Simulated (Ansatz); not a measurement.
`Sc1ccc(-c2ccc(-c3ccc(-c4ccc(S)[se]4)[se]3)[se]2)[se]1`. The state is a triplet with charge 0. Geometry PBE-D4/def2-SVP, that of the neutral singlet; atoms count from 1.

Cartesian coordinates in Å:
```
S 6.1385 0.5110 -6.6645
C 5.1494 0.7210 -5.2254
C 5.2626 1.6430 -4.1968
C 4.2843 1.5236 -3.1705
C 3.3474 0.5076 -3.3220
C 2.2538 0.1377 -2.4687
C 1.3402 -0.9060 -2.6118
C 0.3596 -1.0193 -1.5976
C 0.4226 -0.0739 -0.5742
C -0.4186 0.0703 0.5777
C -0.3582 1.0180 1.5991
C -1.3395 0.9054 2.6126
C -2.2512 -0.1403 2.4710
C -3.3463 -0.5090 3.3230
C -4.2845 -1.5234 3.1700
C -5.2665 -1.6394 4.1932
C -5.1539 -0.7169 5.2215
S -6.1485 -0.5016 6.6560
Se -3.6863 0.4383 4.9407
Se -1.8632 -1.1232 0.8936
Se 1.8699 1.1169 -0.8880
Se 3.6864 -0.4391 -4.9404
H 6.9419 1.5856 -6.4240
H 6.0536 2.4073 -4.1768
H 4.2693 2.1950 -2.2980
H 1.3856 -1.6009 -3.4645
H -0.4107 -1.8055 -1.6093
H 0.4100 1.8064 1.6091
H -1.3878 1.6027 3.4631
H -4.2689 -2.1951 2.2977
H -6.0603 -2.4006 4.1707
H -6.9307 -1.5955 6.4334
```

Single mean-field runs in def2-TZVP are fitted with def2-universal-jkfit. At PBE0-D4/def2-TZVP a singlet of charge 0 lies 1.51 eV below the triplet at the same geometry.

Problem. Estimate the Mulliken populations of the heavy atoms from the PBE0/def2-TZVP orbitals of Ansatz.

Solution. 
```json
{"atom": "S1", "charge (e)": "-0.15", "spin (α − β)": "0.05"}
{"atom": "C2", "charge (e)": "0.00", "spin (α − β)": "0.20"}
{"atom": "C3", "charge (e)": "-0.19", "spin (α − β)": "-0.09"}
{"atom": "C4", "charge (e)": "-0.18", "spin (α − β)": "0.24"}
{"atom": "C5", "charge (e)": "-0.07", "spin (α − β)": "-0.09"}
{"atom": "C6", "charge (e)": "0.03", "spin (α − β)": "0.33"}
{"atom": "C7", "charge (e)": "-0.14", "spin (α − β)": "-0.05"}
{"atom": "C8", "charge (e)": "-0.18", "spin (α − β)": "0.23"}
{"atom": "C9", "charge (e)": "0.00", "spin (α − β)": "0.15"}
{"atom": "C10", "charge (e)": "0.00", "spin (α − β)": "0.15"}
{"atom": "C11", "charge (e)": "-0.18", "spin (α − β)": "0.23"}
{"atom": "C12", "charge (e)": "-0.14", "spin (α − β)": "-0.05"}
{"atom": "C13", "charge (e)": "0.03", "spin (α − β)": "0.33"}
{"atom": "C14", "charge (e)": "-0.07", "spin (α − β)": "-0.09"}
{"atom": "C15", "charge (e)": "-0.18", "spin (α − β)": "0.24"}
{"atom": "C16", "charge (e)": "-0.19", "spin (α − β)": "-0.09"}
{"atom": "C17", "charge (e)": "0.00", "spin (α − β)": "0.20"}
{"atom": "S18", "charge (e)": "-0.15", "spin (α − β)": "0.05"}
{"atom": "Se19", "charge (e)": "0.13", "spin (α − β)": "0.02"}
{"atom": "Se20", "charge (e)": "0.07", "spin (α − β)": "0.04"}
{"atom": "Se21", "charge (e)": "0.07", "spin (α − β)": "0.04"}
{"atom": "Se22", "charge (e)": "0.13", "spin (α − β)": "0.02"}
```
Mulliken values depend strongly on the basis.

Problem. Where does the spin sit?

Solution. Summed by element: S 0.09, C 1.83, Se 0.12, H -0.05, of 2 unpaired in all. Largest on single atoms: C6 0.33, C13 0.33, C4 0.24.

Problem. And the Mayer bond orders between heavy atoms (over 0.3)?

Solution. S1–C2 1.12 (1.76 Å); C2–C3 1.53 (1.39 Å); C2–Se22 1.15 (1.89 Å); C3–C4 1.34 (1.42 Å); C4–C5 1.39 (1.39 Å); C5–C6 1.18 (1.44 Å); C5–Se22 1.18 (1.91 Å); C6–C7 1.23 (1.39 Å); C6–Se21 1.16 (1.90 Å); C7–C8 1.50 (1.42 Å); C8–C9 1.17 (1.39 Å); C9–C10 1.32 (1.43 Å); C9–Se21 1.15 (1.90 Å); C10–C11 1.17 (1.39 Å); C10–Se20 1.15 (1.90 Å); C11–C12 1.50 (1.42 Å); C12–C13 1.23 (1.39 Å); C13–C14 1.18 (1.44 Å); C13–Se20 1.16 (1.90 Å); C14–C15 1.39 (1.39 Å); C14–Se19 1.18 (1.91 Å); C15–C16 1.34 (1.42 Å); C16–C17 1.53 (1.39 Å); C17–S18 1.12 (1.76 Å); C17–Se19 1.15 (1.89 Å).
